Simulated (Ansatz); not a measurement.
Isolated molecules relaxed with PBE0-D4/def2-TZVP in Ansatz; ΔE leaves out vibrations. CBS: MP2 limit from def2 TZ/QZ plus the TZ coupled-cluster correction, frozen cores. This one scheme is used for every species. Each species was taken in one conformer, which may not be the lowest.

Reaction (formal exchange of groups at the Si–C bond): `FC([SiH3])CCl` + `CC=N` → `N=CC[SiH3]` + `FCCCl`

| species | CCSD(T)/CBS(def2) energy (Eh) |
| --- | --- |
| `FC([SiH3])CCl` | -928.34509 |
| `CC=N` | -133.79309 |
| `N=CC[SiH3]` | -424.07126 |
| `FCCCl` | -638.07481 |

Q: Work out ΔE.

A: ΔE = (-424.07126) + (-638.07481) − (-928.34509) − (-133.79309) = -0.00789 Eh = -5.0 kcal/mol.

Largest T1 diagnostic among the species: 0.012.

From PBE to PBE0 (25 % exact exchange), in def2-TZVPP and without D4, ΔE moves by −0.8 kcal/mol.
